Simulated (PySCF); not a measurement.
# GaS⁺: from constants to spectrum

UHF-CCSD(T) constants of GaS⁺, ³Σ⁻ (triplet), unpaired electrons π ↑↑ (PySCF, scalar-relativistic core potentials, basis sets Ga cc-pVDZ-PP with ECP10, S cc-pV(D+d)Z; masses 68.9256 and 31.9721 u):

```
ωe              : 139.6 cm⁻¹
ωexe            : 1.18 cm⁻¹
Be              : 0.087191 cm⁻¹
αe              : 0.000864 cm⁻¹
D (centrifugal) : 1.36e-07 cm⁻¹
De to Ga⁺ + S   : 0.57 eV
```

Give the vibrational terms G(v) and spacings up to v = 6.

G(v) = ωe(v+½) − ωexe(v+½)².

| v | G(v) (cm⁻¹) | G(v) − G(v−1) | Bv (cm⁻¹) |
| --- | --- | --- | --- |
| 0 | 69.5 |  | 0.08676 |
| 1 | 206.7 | 137.2 | 0.08589 |
| 2 | 341.6 | 134.9 | 0.08503 |
| 3 | 474.1 | 132.5 | 0.08417 |
| 4 | 604.3 | 130.2 | 0.08330 |
| 5 | 732.1 | 127.8 | 0.08244 |
| 6 | 857.5 | 125.4 | 0.08158 |

How well does the Morse estimate ωe²/(4ωexe) reproduce De, and what is D0?

It gives 0.51 eV, 90 % of the computed De. D0 = De − G(0) = 0.57 − 0.01 = 0.56 eV.

Correlated steps freeze 9 core orbitals. Correlated levels converge slowly with the basis: in double zeta they bind strong bonds too weakly, by up to about 1 eV, and carry superposition errors of some tenths. Spin–orbit coupling is left out. For an ion De counts to the pair picked by the measured ionisation energies or electron affinities, which need not be the lowest pair at this level. The state was picked by a PBE0 search and need not be the measured ground state.
